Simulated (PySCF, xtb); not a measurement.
YOCl, SMILES [Cl][Y]=[O].

GFN2-xTB (xtb) at its own geometry gives an orbital gap of 1.29 eV and a dipole moment of 6.33 D.

The structure is a stationary point at PBE0-D3(BJ)/def2-TZVP. The def2 effective core potentials stand for the cores of Y; spin–orbit coupling is left out.

What does r2SCAN/def2-TZVPD run with PySCF give? (The exact figures need the calculation; the answer reports its results.)

gap 3.35 eV (levels -5.94 and -2.59 eV), dipole 7.39 D.
